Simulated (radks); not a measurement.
Q: Al I, configuration [Ne] 3s2 3p1 (the NIST ground configuration). All-electron calculation, non-relativistic Kohn-Sham, Slater X-alpha with alpha = 0.667, spin-polarised, spherical densities, point nucleus; open shells are filled with parallel spins first. Program: a radial shooting solver on a logarithmic mesh with Libxc functionals. Some entries of the table are withheld. Estimate them.

orbital,occ.,eigenvalue (eV),<r^2> (bohr^2)
1s up,1,-1498.791,0.01970
1s down,1,-1498.743,0.01970
2s up,1,-105.4770,0.4791
2s down,1,-105.4111,0.4786
2p up,3,-68.1879,(1)
2p down,3,-68.1021,(2)
3s up,1,-7.2227,7.784
3s down,1,-6.2407,7.666
3p up,1,-2.3473,(3)
3p down,0,-1.3203,(4)

A: 
(1) 2p up <r^2> (bohr^2): 0.4686
(2) 2p down <r^2> (bohr^2): 0.4675
(3) 3p up <r^2> (bohr^2): 15.40
(4) 3p down <r^2> (bohr^2): 16.73
